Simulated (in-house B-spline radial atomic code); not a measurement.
The numbers below are computed, except where a source is named.
Correlation energy from the adiabatic connection: −Z/r, Z = 2.35

Two electrons in a singlet, external potential −Z/r, Z = 2.35 (atomic units). Full CI in B-splines (partial waves to l = 8, correlation up to 0.6 % small) with the density held fixed gives W(λ) = <V_ee>_λ − U, and E_c is the integral of W(λ) − W(0) from 0 to 1.

| λ | W(λ) − W(0) (hartree) |
| --- | --- |
| 0 | 0.00000 |
| 0.02 | -0.00191 |
| 0.05 | -0.00474 |
| 0.12 | -0.01122 |
| 0.25 | -0.02284 |
| 0.4 | -0.03560 |
| 0.6 | -0.05160 |
| 0.8 | -0.06656 |
| 1 | -0.08057 |

Question: Integrate the table by the trapezoid rule.

Answer: The strips give -0.00002, -0.00010, -0.00056, -0.00221, -0.00438, -0.00872, -0.01182, -0.01471, which sum to -0.04252 hartree. The direct value, W(1) − W(0) + T_c with T_c = 0.03798, is -0.04259; the curve is convex, so chords lie above it and the trapezoids fall short in size by 0.15 %.

Question: Now use only three numbers: W(0) = -1.244, the initial slope W'(0) = -0.0956 (extrapolated from the first points) and the strong-coupling limit of the point-charge-plus-continuum model, W∞ = -1.7729. What do second-order theory and the interpolation W(λ) = W∞ + (W(0) − W∞)/√(1 + 2χλ) of Seidl, Perdew and Levy give?

Answer: Second order keeps the slope alone: E_c = W'(0)/2 = -0.04780, +12 % in size against -0.04259. Matching the slope fixes χ = W'(0)/(W∞ − W(0)) = -0.0956/(-0.52890) = 0.18075. Integrating, with s = √(1 + 2χ) = 1.166835, E_c = −(W(0) − W∞)(s − 1)/(s + 1) = −0.52890 × 0.166835/2.166835 = -0.04072 hartree, -4.4 % in size against the full result. At λ = 1 the formula gives W − W(0) = -0.07562 against -0.08057. Part of the miss can come from the model's W∞.
